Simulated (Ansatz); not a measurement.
`[NH]=[Ta]([Cl])([Cl])[Cl]` at its PBE0-D4/def2-TZVP geometry, where that method's forces vanish. Charge 0, multiplicity 1. Ta: def2 effective core potential.

```xyz
6

N     1.0856   -0.4470   -0.6525
Ta   -0.3253    0.1338    0.1955
Cl   -2.1285   -1.0611   -0.5564
Cl    0.0203   -0.2067    2.4336
Cl   -0.5517    2.3630   -0.2785
H     1.8997   -0.7820   -1.1417
```

Task: What forces (eV/Å) does ωB97M-V/def2-TZVPP give on these atoms in Ansatz? (Estimate.)

Result: Ansatz gave: 
```
N1  -0.142  0.058  0.085
Ta2  0.327 -0.134 -0.196
Cl3 -0.115 -0.051 -0.024
Cl4 -0.006 -0.008  0.127
Cl5 -0.035  0.122 -0.010
H6  -0.031  0.012  0.018
```
